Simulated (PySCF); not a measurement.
methyl(prop-2-ynyl)silane (C₄H₈Si), SMILES C([SiH2]C)C#C.

Coordinates come from a B3LYP-D3(BJ)/def2-SVP optimisation. The values are those of a single conformer.

All values below come from PySCF with B3LYP-D3(BJ)/def2-SVP.

Frequencies are harmonic and unscaled.

```
mode  ν (cm⁻¹)  IR (km/mol)  Raman (Å⁴/amu)  depolarisation  moving atoms (share of kinetic energy)
----  --------  -----------  --------------  --------------  --------------------------------------
1           67          0.0             2.2            0.75                 C 56 %, H 31 %, Si 12 %
2          108          0.0             2.6            0.74                 C 58 %, H 24 %, Si 18 %
3          163          0.0             0.1            0.75                                  H 95 %
4          215          2.5             5.6            0.65                 C 56 %, H 24 %, Si 20 %
5          351          9.2             9.5            0.75                          C 65 %, H 35 %
6          442         11.3             5.7            0.38                 C 78 %, H 11 %, Si 11 %
7          462         11.1             1.2            0.75                                  H 92 %
8          570          0.0             3.2            0.75                                  H 92 %
9          633          8.5            17.6            0.20                 H 48 %, C 41 %, Si 10 %
10         666         36.7             2.7            0.74                          H 77 %, C 23 %
11         700         36.1             1.7            0.75                          H 78 %, C 22 %
12         706         29.0             7.7            0.48                 C 46 %, Si 32 %, H 22 %
13         771         26.7            10.4            0.27                 H 55 %, C 32 %, Si 12 %
14         839         31.1             8.1            0.75                          H 64 %, C 30 %
15         883         27.8             8.8            0.75                          H 79 %, C 17 %
16         902        241.0             5.8            0.75                 H 79 %, Si 11 %, C 10 %
17         958         83.6            14.6            0.71                                  H 95 %
18         979          6.2             1.3            0.39                          C 71 %, H 29 %
19        1153          2.4             3.9            0.75                          H 89 %, C 11 %
20        1181         28.1            33.4            0.40                          H 60 %, C 39 %
21        1273         17.3             0.6            0.18                          H 79 %, C 21 %
22        1414          3.7            11.0            0.57                          H 90 %, C 10 %
23        1437          2.5            14.4            0.75                                  H 96 %
24        1437          4.4            14.8            0.75                                  H 96 %
25        2219         35.2           112.6            0.74                          C 56 %, H 43 %
26        2225        133.2            69.5            0.75                                  H 96 %
27        2226         66.3           228.8            0.03                          H 64 %, C 35 %
28        3021          9.2           123.0            0.07                                  H 95 %
29        3030          4.4           155.4            0.00                                  H 97 %
30        3068          2.2            78.2            0.75                           H 91 %, C 9 %
31        3121          6.1            79.6            0.75                           H 91 %, C 9 %
32        3123          4.8           105.1            0.72                           H 91 %, C 9 %
33        3473         78.8            36.3            0.24                          H 86 %, C 14 %
```
